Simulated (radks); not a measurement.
Neutral magnesium, 12 electrons, occupied as [Ne] 3s1 6f1 (not the ground configuration). All-electron calculation, non-relativistic Kohn-Sham, LDA (Slater exchange, Perdew-Wang correlation), spin-unpolarised, spherical densities, point nucleus. Program: a radial shooting solver on a logarithmic mesh with Libxc functionals.

X-ray form factor f0, the Fourier transform of the density (f0(0) = 12):

sin(theta)/lambda (1/angstrom)  f0 (electrons)
0.05                                    10.769
0.1                                     10.162
0.15                                     9.449
0.2                                      8.750
0.25                                     8.081
0.3                                      7.428
0.4                                      6.155
0.5                                      5.000
0.6                                      4.038
0.8                                      2.730
1                                        2.030
1.25                                     1.604
1.5                                      1.386
2                                        1.111
